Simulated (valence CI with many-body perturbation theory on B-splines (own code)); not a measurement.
Hyperfine factors and g values of Yb⁴⁷⁺

Computed by configuration interaction combined with many-body perturbation theory (CI+MBPT): five valence electrons over a frozen Dirac-Fock core [Ar], a basis of 7 s, 7 p, 8 d, 6 f, 4 g, 1 h functions for each j, with the one-electron correlation potential Σ1, the two-electron term Σ2, the three-electron term Σ3, Breit, model QED; selected CI, second order for the rest (own B-spline code, finite nucleus).

No measured spectrum was set against this ion. As an estimate, large intervals hold to a few tenths of a per cent, small ones and those within an open d or f shell to about a per cent. The list stops below the first excitations out of the core. Only levels of the ground parity were solved; by the run's estimate the other parity begins above the list, which can be wrong where configurations are misplaced.

A/g_I is the dipole constant over the nuclear g factor μ/I (μ in nuclear magnetons, uniformly magnetised nucleus), B/Q the quadrupole constant per barn. Both hold the static response of the core; the bare values leave it out. Large factors of s and p1/2 electrons are usually good to 5 to 10 %; those of open d and f shells near neutrality can be off by tens of per cent, and small factors of p3/2, d and f electrons come from cancelling terms and can be off by a factor of two or in sign, in half-filled shells by more. B is blank for J = 1/2, where it vanishes, and for nearly pure S terms. Energies count from the lowest level.

Levels are named by their leading jj configuration (3d3/2^4 stands for four electrons in 3d with j = 3/2), which in mixed levels can hold well under half, so a name can repeat and another be missing. Letters in brackets count levels of one name in rising energy.

```
                      Level  E (eV)      g  A/g_I (MHz)  A/g_I bare  B/Q (MHz/b)  B/Q bare
      (3d3/2^4 3d5/2) J=5/2    0.00  1.313        28400       29300        52600     53200
(3d3/2^3 3d5/2^2) J=5/2 [a]   42.72  1.334        18000       18900        21900     22100
(3d3/2^3 3d5/2^2) J=7/2 [a]   53.84  1.156        35600       36100        59700     60400
   (3d3/2^3 3d5/2^2) J=11/2   55.18  1.105        45400       45800         -954     -1080
(3d3/2^3 3d5/2^2) J=3/2 [a]   55.39  1.170        44400       45000        49500     50100
    (3d3/2^3 3d5/2^2) J=9/2   60.08  1.134        40600       41100        60600     61300
(3d3/2^3 3d5/2^2) J=5/2 [b]   63.27  1.135        41900       42400        -1390     -1380
    (3d3/2^3 3d5/2^2) J=1/2   66.06  1.814       -23200      -21000                       
(3d3/2^3 3d5/2^2) J=7/2 [b]   67.71  1.079        49200       49500       -63900    -64700
(3d3/2^3 3d5/2^2) J=3/2 [b]   82.38  0.794        78200       77800       -61400    -62100
(3d3/2^2 3d5/2^3) J=5/2 [a]   95.77  1.289        15600       16500         3700      3750
(3d3/2^2 3d5/2^3) J=7/2 [a]  103.57  1.210        30300       30900        -3740     -3790
   (3d3/2^2 3d5/2^3) J=11/2  104.14  1.085        44600       45000         1270      1290
(3d3/2^2 3d5/2^3) J=9/2 [a]  106.02  1.141        38600       39000        -7180     -7270
   (3d3/2^2 3d5/2^3) J=13/2  108.93  1.067        47900       48200        -70.2     -63.5
(3d3/2^2 3d5/2^3) J=1/2 [a]  110.05  0.475       122000      121000                       
(3d3/2^2 3d5/2^3) J=3/2 [a]  111.25  1.169        37500       38100         2350      2360
(3d3/2^2 3d5/2^3) J=5/2 [b]  112.50  1.020        52500       52700        -7370     -7440
(3d3/2^2 3d5/2^3) J=9/2 [b]  117.44  1.098        43900       44300         1870      1890
(3d3/2^2 3d5/2^3) J=7/2 [b]  119.73  0.981        58600       58600        -1660     -1690
(3d3/2^2 3d5/2^3) J=5/2 [c]  121.58  1.045        49700       49900         7740      7810
(3d3/2^2 3d5/2^3) J=3/2 [b]  122.50  0.845        72600       72300         5330      5420
(3d3/2^2 3d5/2^3) J=7/2 [c]  127.67  1.033        53000       53200         2520      2550
(3d3/2^2 3d5/2^3) J=1/2 [b]  127.76  1.772       -27900      -25800                       
(3d3/2^2 3d5/2^3) J=9/2 [c]  135.78  1.104        43300       43700        24600     24900
(3d3/2^2 3d5/2^3) J=3/2 [c]  150.28  1.180        35500       36000       -19800    -20000
(3d3/2^2 3d5/2^3) J=5/2 [d]  152.46  1.211        34300       34900        11400     11600
  (3d3/2 3d5/2^4) J=5/2 [a]  157.61  1.187        22500       23100       -19600    -19700
  (3d3/2 3d5/2^4) J=7/2 [a]  165.31  1.181        34100       34700       -71800    -72700
     (3d3/2 3d5/2^4) J=11/2  166.89  1.066        46600       46800         -359      -248
  (3d3/2 3d5/2^4) J=3/2 [a]  168.40  0.969        50400       50500       -53600    -54200
      (3d3/2 3d5/2^4) J=9/2  173.89  1.111        41300       41700       -79700    -80700
  (3d3/2 3d5/2^4) J=5/2 [b]  178.18  1.108        41800       42100        11400     11500
  (3d3/2 3d5/2^4) J=7/2 [b]  181.29  1.005        52400       52500        78800     79700
      (3d3/2 3d5/2^4) J=1/2  189.04  1.237        -8780       -8080                       
  (3d3/2 3d5/2^4) J=3/2 [b]  203.50  0.867        76200       76000        77500     78500
            (3d5/2^5) J=5/2  226.60  1.147        33400       33900       -80400    -81300
```

(1) Take the isotope of mass number 171, with I = 1/2, μ = 0.4923 μN. What is the hyperfine structure of (3d3/2^3 3d5/2^2) J=7/2 [a]?

Results:

(1) From the table A = 35100 MHz. Shifts from the centre of gravity in MHz: F = 3: -79000, F = 4: 61400.
